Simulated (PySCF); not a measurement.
## Calculated data, B$_{3}$ClH$_{4}$

All values are calculated (PySCF 2.14.0). Calculation on a computer-drawn molecule: the log of a Hartree-Fock and frozen-core CCSD(T) single point meant for a local Hartree-Fock minimum, with one planted fault or none, to be diagnosed. Offsets are logged minus clean, where the clean run is the same molecule without the fault. The reference is restricted for singlets and unrestricted otherwise, and also for a bond in bohr or an excited solution. Adding or removing an electron swaps singlet and doublet. The excited solution moves the top pair (singlet) or top alpha electron (doublet) to the lowest empty orbital. Highest occupied and lowest empty are orbital energies over both spins, largest force is the largest gradient component, triples share is (T) over the correlation energy, the T1 limit is 0.02 restricted and 0.045 unrestricted, electrons count all cores, a negative frequency is imaginary (commonest isotopes), and the dipole is about the centre of nuclear charge.

```json
{"formula": "B3ClH4", "logged_structure": {"atoms_angstrom": [["B", -1.569, -0.277, 0.0], ["B", 0.0, 0.5067, 0.0], ["B", 1.569, -0.277, 0.0], ["Cl", 0.0, 2.2874, 0.0], ["H", -2.589, 0.3559, 0.0], ["H", -1.6617, -1.4759, 0.0], ["H", 2.589, 0.3559, 0.0], ["H", 1.6617, -1.4759, 0.0]]}, "given": {"meant_charge": 0, "meant_multiplicity": 1, "meant_basis": "cc-pV(D+d)Z", "logged_electrons": 36, "logged_basis_functions": 85, "logged_SCF_converged": "yes", "logged_spin_squared": 0.0, "logged_highest_occupied [eV]": -10.547, "logged_lowest_empty [eV]": -0.28355, "logged_largest_force [hartree/bohr]": 2.0927e-05, "logged_lowest_frequency [cm^-1]": -311.5, "logged_T1_diagnostic": 0.014725, "logged_D1_diagnostic": 0.058745, "logged_triples_share": 0.026173, "logged_CC_converged": "yes", "logged_dipole_magnitude [debye]": 1.1068, "logged_SCF_stable_within_its_kind": "yes", "logged_energy_HF [hartree]": -535.83832, "logged_energy_CCSD(T) [hartree]": -536.28023, "possible_faults": "no fault, one electron removed, one electron added, multiplicity raised by two, geometry at a saddle point, SCF held on an excited solution, minimal basis STO-3G, one bond length entered in bohr, all coordinates scaled", "drawn_bonds_atom": [1, 2, 2, 1, 1, 3, 3], "drawn_bonds_other_atom": [2, 3, 4, 5, 6, 7, 8], "drawn_bonds_order": [1, 1, 1, 1, 1, 1, 1]}, "results": {"planted_fault": "geometry at a saddle point", "HF_energy_offset_from_clean_run [kcal/mol]": 15.27, "CCSD(T)_energy_offset_from_clean_run [kcal/mol]": 14.95}}
```
